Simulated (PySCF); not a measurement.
**Level sweep**

Compound: C3H8AlBr.
Numbering: `[CH3:1][CH:2]([CH3:3])[AlH:4][Br:5]` (hydrogens: H6, H7, H8 on C1; H9 on C2; H10, H11, H12 on C3; H13 on Al4)

PySCF, dipoles from the SCF density, polarisabilities from static response with core orbitals frozen. One conformer (not necessarily the lowest) at the PBE0-D3(BJ)/def2-SVP geometry, without solvent, vibrations or thermal averaging. Relativistic effects, spin–orbit coupling among them, are left out although an element past zinc is present.

Problem. Compare the levels for these properties.

Solution. 

| level | μ (D) | α (Å³) | anisotropy (Å³) |
| --- | --- | --- | --- |
| LDA/def2-SVPD | 2.012 | 13.55 | 2.76 |
| PBE/def2-SVPD | 1.964 | 13.36 | 2.67 |
| B3LYP/def2-SVPD | 2.024 | 12.89 | 2.46 |
| PBE0/def2-SVPD | 2.046 | 12.75 | 2.37 |
| BHandHLYP/def2-SVPD | 2.102 | 12.32 | 2.18 |
| CAM-B3LYP/def2-SVPD | 2.076 | 12.60 | 2.29 |
| wB97X-D/def2-SVPD | 2.095 | 12.60 | 2.22 |
| LC-wPBE/def2-SVPD | 2.110 | 12.22 | 2.08 |
| HF/def2-SVPD | 2.198 | 11.76 | 1.82 |
| PBE0/6-31G* | 2.266 | 10.48 | 2.74 |
| PBE0/def2-SVP | 1.948 | 10.68 | 2.45 |
| PBE0/aug-cc-pVDZ | 2.074 | 12.89 | 2.49 |
| PBE0/def2-TZVP | 2.008 | 12.21 | 2.49 |
| PBE0/def2-TZVPD | 2.029 | 12.91 | 2.40 |

The anisotropy is √(½[(α1 − α2)² + (α2 − α3)² + (α3 − α1)²]). The dipole runs from 1.95 D (PBE0/def2-SVP) to 2.27 D (PBE0/6-31G*). No reference polarisability is at hand; against PBE0 in the largest diffuse basis at hand (def2-TZVPD) the other PBE0 rows deviate by 6-31G* -19%, def2-SVP -17%, def2-SVPD -1%, aug-cc-pVDZ 0%, def2-TZVP -5%. In one basis (def2-SVPD) the functionals order the polarisability from HF (lowest) to LDA (highest), a spread of 15%. With PBE0 the polarisability is 11.12 Å³ without diffuse functions (mean of 6-31G*, def2-SVP and def2-TZVP) and 12.85 Å³ with them (mean of def2-SVPD, aug-cc-pVDZ and def2-TZVPD).
